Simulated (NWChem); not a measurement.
GaAsH2F2; SMILES [F][Ga]([F])[AsH2]

All runs: NWChem. Coordinates come from a PBE0/def2-SVP optimisation. One conformer.

Diagonal of the polarisability tensor at B3LYP/def2-SVPD, static: 54.42, 76.65, 49.13 bohr³.

**Question.** Find the mean polarisability volume, the molar refraction, and the refractive index that an ideal gas of it would have at 273.15 K and 1 atm.

**Answer.** 
1. Mean: one third of the trace = 60.07 bohr³ × 0.14818 Å³/bohr³ = 8.90 Å³.
2. Molar refraction (Lorentz-Lorenz): (4π/3) N_A α = 22.5 cm³/mol.
3. Number density p/kT = 2.687 × 10⁻⁵ Å⁻³; n − 1 = 2π N α = 15.03 × 10⁻⁴.
4. These hold the electronic response alone: vibrational and orientational terms add to the static dielectric constant.
